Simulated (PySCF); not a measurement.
Deuteron quadrupole couplings in `COC1=C(C)[P@H](=O)CC1`

Species: C6H11O2P.
Cartesian coordinates in Å at the GFN2-xTB level; atoms count from 1:
```xyz
20
C6H11O2P angstrom
C      2.6869   -0.6307   -0.4879
O      1.7703    0.3075    0.0270
C      0.4402    0.0589   -0.0562
C     -0.4473    0.8779    0.5308
C     -0.1548    2.0823    1.3598
P     -2.1244    0.3275    0.1892
O     -3.1209    0.3522    1.2604
C     -1.5701   -1.3036   -0.4453
C     -0.1090   -1.1058   -0.8483
H      3.6686   -0.1759   -0.3635
H      2.6580   -1.5721    0.0697
H      2.5158   -0.8297   -1.5497
H     -0.2379    2.9923    0.7647
H      0.8512    2.0279    1.7694
H     -0.8823    2.1419    2.1688
H     -2.5413    1.0281   -0.9493
H     -1.6552   -1.9929    0.4001
H     -2.1852   -1.6880   -1.2583
H      0.4696   -2.0148   -0.6695
H     -0.0376   -0.8719   -1.9151
```

Level: PBE0/pcSseg-1 (PySCF, non-relativistic); Q(2H) = 0.00286 b; rigid geometry, the same for H and D, with no vibrational averaging.

**Question.** Rank these positions by the coupling χzz of a deuteron there, largest first.
A. H12 (methyl hydrogen)
B. H17 (methylene hydrogen)
C. H16 (P–H hydrogen)
D. H14 (methyl hydrogen)

**Answer.** D (210 kHz), B (202 kHz), A (197 kHz), C (124 kHz).

**Question.** What are Vzz, η and χzz (234.96 MHz × Q × Vzz) at all hydrogens?

**Answer.** 
```
atom  bonded to  bond length (Å)  Vzz (au)     η  χzz (kHz)
 H10         C1            1.089    0.3026  0.07        203
 H11         C1            1.095    0.2919  0.08        196
 H12         C1            1.094    0.2930  0.09        197
 H13         C5            1.090    0.3112  0.02        209
 H14         C5            1.088    0.3132  0.03        210
 H15         C5            1.090    0.3059  0.03        206
 H16         P6            1.400    0.1844  0.02        124
 H17         C8            1.094    0.3000  0.02        202
 H18         C8            1.090    0.3113  0.03        209
 H19         C9            1.092    0.3018  0.03        203
 H20         C9            1.094    0.2985  0.02        201
```

**Question.** Average by the element that carries the hydrogen.

**Answer.** on C: 204 kHz over 10 positions, mean bond length 1.092 Å; on P: 124 kHz over 1 position, mean bond length 1.400 Å.

**Question.** A static deuteron (I = 1) shows a doublet split by (3/2)χ, (3/4)χ(1 + η) and (3/4)χ(1 − η) with the field along z, y and x of the gradient. What are these for H20?

**Answer.** With |χ| = 200.6 kHz and η = 0.022: 301, 154 and 147 kHz, to first order and without motion.

Isolated species at its GFN2-xTB geometry (one conformer only). GFN2-xTB bond lengths can be off by several hundredths of an ångström, more for odd bonds, and the gradients follow them. The basis is small and wasn't made for field gradients, so the couplings can be 20 % off.
